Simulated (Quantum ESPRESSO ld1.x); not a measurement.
Results of a calculation; reference values are marked as such.
Excited configurations of Si IV: one electron is placed in a higher orbital outside [Ne]. The ground configuration is [Ne] 3s1. Level of theory: Dirac Kohn-Sham, BLYP, spin-unpolarised, spherical densities, point nucleus; open shells fill j = l - 1/2 first (ld1.x of Quantum ESPRESSO 7.5). Excitation = E - E(ground); binding = E(ion) - E, where the ion is the core of charge +4; n* = 4/sqrt(2 binding) in atomic units, and the quantum defect is n - n*.

outer orbital	excitation (eV)	binding (eV)	n*	<r> (bohr)
3d3/2	19.920	25.547	2.919	2.416
5s1/2	32.670	12.798	4.124	6.497
6p1/2	37.691	7.776	5.291	10.51
6f5/2	39.035	6.432	5.818	11.47
7s1/2	39.395	6.072	5.988	13.80
7d3/2	40.452	5.015	6.588	16.03
7f5/2	40.642	4.825	6.717	15.93

The Delta-SCF ionisation energy is 45.467 eV (NIST Atomic Spectra Database: 45.142 eV, measured). Self-interaction in the functional shifts the binding energies and quantum defects, so they are the method's values and not measured ones. Spin polarisation and multiplet splitting are left out, so open shells lie too high by an amount that depends on their filling.

Beside tabulated values, note that spin-unpolarised runs miss the spin-polarisation part of the exchange energy of open shells.
